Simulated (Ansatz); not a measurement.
C2H4SSi can be A, `C1=CS[SiH2]1`, or B, `S=C1C[SiH2]1`.

Computed with Ansatz on PBE0-D4/def2-TZVP structures; ΔE is electronic, products minus reactants. CCSD(T)/CBS adds triple-zeta CCSD(T) − MP2 to the extrapolated MP2 energy (def2 sets, frozen cores). DFT in def2-TZVPP.

A:

```xyz
8

C     0.6214   -0.1176    0.6880
C     1.1155   -0.1955   -0.5572
S    -0.1397    0.0407   -1.8004
Si   -1.1064    0.1975    0.1375
H     1.1908   -0.2277    1.6004
H     2.1417   -0.3771   -0.8683
H    -2.1257   -0.8518    0.3896
H    -1.6976    1.5315    0.4104
```

B:

```xyz
8

S     2.1128   -0.7735   -1.2941
C     0.8798   -0.1933   -0.4608
C    -0.5462    0.1566   -0.7257
Si   -0.1000    0.0194    1.0911
H    -0.6959    1.2029   -1.0046
H    -1.1337   -0.5195   -1.3433
H    -0.0836    1.2881    1.8503
H    -0.4332   -1.1806    1.8872
```

(1) Which is lower in electronic energy at CCSD(T)/CBS, and by how much? (An estimate is asked.)

(2) Give E(B) − E(A) in kJ/mol with PBE-D4, PBE0-D4, r2SCAN-D4, B2PLYP, BLYP-D4, ωB97M-V, CCSD(T)/def2-TZVPP. (Best estimate.)

(3) Does the order hold for the free energy at 298.15 K (harmonic terms from PBE0-D4)? (Estimate.)

Largest T1 diagnostic: 0.017.

## Answers

(1) The calculation gave: A, by 176.8 kJ/mol.

(2) Ansatz gave: PBE-D4 159.7, PBE0-D4 173.2, r2SCAN-D4 166.3, B2PLYP 168.3, BLYP-D4 153.7, ωB97M-V 175.2, CCSD(T)/def2-TZVPP 172.3. None reverses the order clearly.

(3) The calculation gave: Yes: G(B) − G(A) = +167.9 kJ/mol.

From r2SCAN to r2SCAN0 (25 % exact exchange), in def2-TZVPP and without D4, E(B) − E(A) moves by +9.9 kJ/mol. Leaving LDA and LC-ωPBE aside and taking each functional with its dispersion term where it has one, the values, not all of them listed here, spread over 28.0 kJ/mol, from BLYP-D4 to PBE-QIDH. LDA lies +3.0 kJ/mol from PBE without D4.
